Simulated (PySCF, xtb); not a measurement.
**Two isomers of C2H5Sn−**

Structure X: `C=[CH][SnH2-]`, a singlet. Structure Y: `[H]/[Sn-]=[CH]/C`, a singlet. Both are isolated ions in the gas phase, relaxed with PBE0-D3(BJ)/def2-SVPD; the shapes shown needn't be the lowest conformers.

X (Å):

```xyz
8

C    -0.3009    0.7275    1.4703
C     0.6580    0.9003    0.5477
Sn    2.3210   -0.4906    0.0158
H    -1.0241    1.5137    1.7374
H    -0.4152   -0.2235    2.0048
H     0.6819    1.8943    0.0694
H     1.4362   -1.9365    0.6231
H     1.7295   -0.7227   -1.6713
```

Y (Å):

```xyz
8

C    -0.1834    0.8721    1.0329
C     0.9947    0.2026    0.3871
Sn    1.2947   -1.8207    0.2502
H     0.0987    1.5368    1.8780
H    -0.7595    1.5168    0.3343
H    -0.8988    0.1355    1.4401
H     1.7351    0.9013   -0.0324
H     2.8769   -1.6879   -0.6292
```

Q: Which of the two would you expect PBE0-D3(BJ)/def2-SVPD electronic energies to favour?

A: Structure X; the calculation gives E(Y) − E(X) = +0.110 eV.

How the difference moves with the method:

| level | geometry | E(Y) − E(X) (eV) | departure from the last row (eV) | job, with rough time for the two |
| --- | --- | --- | --- | --- |
| GFN2-xTB | GFN2-xTB | +0.755 | +0.645 | optimisation, 0.11 s |
| HF/STO-3G | GFN2-xTB | +1.114 | +1.004 | single point, 2.4 s |
| r2SCAN-D4/def2-SVPD | GFN2-xTB | +0.211 | +0.101 | single point, 88 s |
| PBE0-D3(BJ)/def2-SVPD | PBE0-D3(BJ)/def2-SVPD | +0.110 |  | optimisation, 3.8 min |

As drawn, Y has 1 C=Sn, 1 C–C, 1 C–H in place of 1 C=C, 1 C–Sn, 1 Sn–H.

None of the levels shown reverses the order. The largest departure from PBE0-D3(BJ)/def2-SVPD is that of HF/STO-3G, 1.004 eV. No coupled-cluster energies are at hand for both structures. No reliable frequencies are at hand for Y, so it isn't confirmed as a minimum.

Atoms past krypton carry core potentials in the def2 sets, other sets are all-electron and non-relativistic, and no spin–orbit term is included. Programs: PySCF 2.14.0, xtb 6.7.1; the last row on 2 threads of Arm Neoverse V1 on a shared host.
